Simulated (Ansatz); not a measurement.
Molecule: MoH$_{2}$ (charge 0, quintet). SMILES: [MoH2]
Geometry: optimised at B3LYP-D3(BJ)/def2-TZVP (Ansatz, a first-principles code).

Wanted: size of the dipole moment, in D. Set-up: UHF or UKS for open shells; LANL2DZ with its own core potentials from Na on; no spin-orbit coupling; STO-3G and 3-21G all-electron and non-relativistic; 6-31G* and kin with 6d, 5d where marked; dispersion terms only where a functional's name holds one; def2 sets with scalar-relativistic core potentials past Kr. First-principles rows: single points at B3LYP-D3(BJ) geometries (Ansatz). The spin state of an ion or metal species was assumed, not searched.

| level | program | size of the dipole moment (D) |
|---|---|---|
| PBE/3-21G | Ansatz | 2.90 |
| PBE/6-31G* with LANL2DZ past Ar | Ansatz | 2.70 |
| B3LYP/STO-3G | Ansatz | 2.89 |
| B3LYP/LANL2DZ | Ansatz | 2.99 |
| B3LYP/def2-SVP | Ansatz | 2.82 |
| B3LYP/6-31G* with LANL2DZ past Ar | Ansatz | 3.04 |

No value to compare with is used here. The 6 habitual levels span 2.70 (PBE/6-31G* with LANL2DZ past Ar) to 3.04 D (B3LYP/6-31G* with LANL2DZ past Ar).

The levels are drawn from those run, B3LYP/6-31G* more often than the rest, none by its result; runs whose electronic state is in doubt are left out.
